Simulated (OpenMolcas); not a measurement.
**V2+: ligand-field states by method**

V2+ with its 6 nearest fluoride ions at 2.176 Å, on the Na site of NaF (a = 4.634 Å, distance in the model lattice 2.317 Å). The rest of the host is ab initio model potentials to 7.6 Å, with orthogonalisation functions on the cations behind the ligands, and point charges beyond; the distance is set by hand and nothing relaxes, and no local charge compensation is placed. Ligand basis ANO-RCC-VDZP.

```
Program             : OpenMolcas
Basis               : ANO-RCC-VTZP [6s5p3d2f1g]
Scalar Hamiltonian  : DKH2, point nucleus
Active space        : 3 electrons in 5 orbitals (3d)
State averaging     : 2S+1 = 4 even, 10 roots; 2S+1 = 2 even, 40 roots
Spin-orbit coupling : state interaction with AMFI integrals over the reference wave functions
```

I. CASSCF
II. SS-CASPT2, IPEA 0.25 Eh, imaginary shift 0.1 Eh (closed shells correlated: 3s 3p and the ligand valence shells)
III. SS-CASPT2, IPEA 0.25 Eh, real shift 0.3 Eh (closed shells correlated: 3s 3p and the ligand valence shells)

Spin-free states (labels of O, the rotations of Oh) in cm-1, each column counted from its own energy of the first state listed:

```csv
State,Degeneracy,I,II,III
4A2,1,0,0,0
4T2,3,9222,10150,10130
4T1,3,15401,15350,15350
2E,2,16517,12880,12930
2T1,3,17337,13690,13740
2T2,3,22620,17970,18060
2A1,1,23280,19970,20020
2T2,3,26299,23660,23690
4T1,3,26742,24410,24430
2T1,3,26935,24060,24090
2E,2,28679,24730,24780
2T1,3,32081,28370,28430
2T1,3,36293,35080,35070
2T2,3,36963,34430,34440
2A2,1,41920,35480,35540
2T2,3,42919,36660,36730
2E,2,43313,41250,41250
2T1,3,47558,42680,42720
2E,2,63482,54390,54540
2T2,3,66639,59140,59200
```

From I to II, I's first state of the same spin (4T2) moves from 9222 to 10150 cm-1, by about +930 cm-1.

From I to II, I's first state of another spin (2E) moves from 16517 to 12880 cm-1, by about -3600 cm-1.

χT at 300 K: I 1.85, II 1.85, III 1.85 cm3 K/mol.

Roots that are degenerate in the reference are averaged as groups; the widest CASPT2 spread within a group is 390 cm-1 (the 3-fold group of multiplicity 2 near 34400 cm-1 above the lowest state of its run, II). Shifts and gaps below about the spread of the groups concerned are not significant. Over all roots computed the reference weight is 0.73 to 0.74 in II; a low but even weight reflects the number of correlated electrons. Ligand-to-metal charge-transfer states are missing. With no ligand orbital active B as a rule stays too high, so bands that hang on it stand too high and its fall with covalency is understated. Without dynamic correlation the repulsion within the d shell is too large (B by tens of per cent), so at a given field states of lower spin stand too high (holds for I). With metal d orbitals alone and no dynamic correlation 10Dq can be off by a tenth to a fifth, either way, in oxide and fluoride hosts (holds for I). These CASPT2 states fit no ligand-field parameters well, so their order and spin gaps are uncertain (holds for II; III). With one d shell and no ligand orbital active, 10Dq can be off by tens of per cent for divalent 3d ions, low with halides held by bare charges and at times high in hosts (holds for II; III). Free-ion shares, where given, are those of the reference states; single-state CASPT2 does not remix them (holds for II; III). No measured value stands beside these numbers; the geometry was set by hand and not optimised.
